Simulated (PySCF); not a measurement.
Compound: hydrogen selenide, H2Se.
Atom-mapped SMILES: `[SeH2:1]` (hydrogens: H2, H3 on Se1)

Computed by this run: PBE0-D3(BJ)/def2-SVP geometry optimisation, gas phase in PySCF; density fitting, grid level 1; the optimiser is geomeTRIC in internal coordinates, started from a GFN2-xTB structure with every atom displaced at random (about 0.01 Å).

Step 0: E = -65366.2126 eV
```
atom  x, y, z in Å  |  force x, y, z in eV/Å
Se1    -0.1334    0.6401   -0.0474   -0.952   1.951   0.043
H2     -1.2084   -0.3204   -0.0669   -0.465  -0.448  -0.009
H3      0.8336   -0.3617   -0.0704    1.417  -1.503  -0.034
```

Step 1: E = -65366.2662 eV
```
atom  x, y, z in Å  |  force x, y, z in eV/Å
Se1    -0.1627    0.6907   -0.0463    0.499  -0.971  -0.022
H2     -1.2401   -0.3293   -0.0671    0.202   0.218   0.005
H3      0.8948   -0.4034   -0.0714   -0.700   0.753   0.018
```

Task: Estimate the geometry and energy of step 2. (The exact step hangs on the optimiser's Hessian estimate; all steps are aligned on step 1, rigid shifts and turns removed.)

Result: E = -65366.2961 eV, largest force 0.137 eV/Å
```
atom  x, y, z in Å  |  force x, y, z in eV/Å
Se1    -0.1521    0.6735   -0.0467    0.106  -0.088  -0.003
H2     -1.2269   -0.3266   -0.0670   -0.032  -0.011   0.000
H3      0.8710   -0.3888   -0.0710   -0.074   0.098   0.003
```

The energy changes by -0.0299 eV. The first-order estimate −F·Δx gives -0.0529 eV and the mean of the old and new forces, exact on a quadratic surface, -0.0291 eV. The step makes an angle of 21° with the force vector and moves no atom by more than 0.028 Å.

What follows is the cost of the whole optimisation. The run took 1.9 s on Intel Xeon Platinum 8559C, one thread, on a shared host, and the process peaked at 0.27 GiB of memory.
